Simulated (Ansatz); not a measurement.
`[NH2][Ga]([OH])[OH]` + `N[Si](F)(F)[SiH3]` → `[NH2][Ga]([NH2])[OH]` + `O[Si](F)(F)[SiH3]`  (redistribution)

Isolated molecules relaxed with PBE0-D4/def2-TZVP in Ansatz; ΔE leaves out vibrations. CCSD(T)/CBS is the MP2 limit (def2-TZVPP, def2-QZVPP) plus CCSD(T) − MP2 in def2-TZVPP, frozen cores. This one scheme is used for every species. DFT in def2-TZVPP. For Ga outer-core shells are correlated without core-valence functions, which leaves a few kJ/mol of doubt a bond. Scalar relativity is left out up to krypton. Each species was taken in one conformer, which may not be the lowest.

`[NH2][Ga]([OH])[OH]`:

Z-matrix (Å, degrees):
```
N
Ga 1 1.809
H 1 1.007 2 119.5
H 1 1.006 2 121.6 3 -147.2
O 2 1.777 1 119.2 3 -15.1
O 2 1.785 1 124.8 3 168.4
H 5 0.960 2 112.6 1 -175.7
H 6 0.959 2 114.8 1 -0.3
```

`N[Si](F)(F)[SiH3]`:

Z-matrix (Å, degrees):
```
Si
F 1 1.593
F 1 1.598 2 104.5
N 1 1.690 2 106.0 3 -120.6
Si 1 2.334 2 112.3 3 116.6
H 4 1.006 1 122.0 2 -172.4
H 4 1.008 1 121.7 2 32.0
H 5 1.489 1 108.6 2 169.7
H 5 1.485 1 110.9 2 -70.5
H 5 1.486 1 109.9 2 50.9
```

`[NH2][Ga]([NH2])[OH]`:

Cartesian coordinates in Å:
```
N -0.526 -1.706 -0.089
Ga -0.085 0.048 -0.222
N 0.755 0.979 1.098
O -0.535 0.835 -1.764
H -1.195 -2.090 -0.737
H -0.590 -2.160 0.806
H 1.220 1.849 0.896
H 1.222 0.494 1.846
H -0.265 1.752 -1.833
```

`O[Si](F)(F)[SiH3]`:

Z-matrix (Å, degrees):
```
Si
F 1 1.592
F 1 1.592 2 104.4
O 1 1.621 2 110.1 3 118.1
Si 1 2.328 2 111.4 3 -120.4
H 4 0.959 1 120.5 2 -57.3
H 5 1.485 1 109.3 2 -61.6
H 5 1.485 1 109.3 2 178.2
H 5 1.485 1 109.1 2 58.3
```

(1) Is it downhill or uphill in electronic energy at CCSD(T)/CBS, and by how much? (Best estimate.)

(2) What do these levels give: PBE-D4, PBE, CAM-B3LYP, MP2/def2-SVP, CCSD/def2-SVP, CCSD/CBS(def2)? (An estimate is asked.)

Largest T1 diagnostic among the species: 0.013.

Results:

(1) Ansatz gave: Downhill: ΔE = -26.0 kJ/mol.

(2) The calculation gave: PBE-D4 -18.5, PBE -18.8, CAM-B3LYP -23.5, MP2/def2-SVP -14.6, CCSD/def2-SVP -15.1, CCSD/CBS(def2) -26.8 kJ/mol.

At CCSD(T), def2-SVP lies +11.1 kJ/mol from the extrapolated value and def2-TZVPP +2.8 kJ/mol. From BLYP to BHLYP (50 % exact exchange), in def2-TZVPP and without D4, ΔE moves by −4.3 kJ/mol. Leaving LDA and LC-ωPBE aside and taking each functional with its dispersion term where it has one, the values, not all of them listed here, spread over 7.0 kJ/mol, from BHLYP-D4 to revPBE-D4. LDA lies −3.0 kJ/mol from PBE without D4.
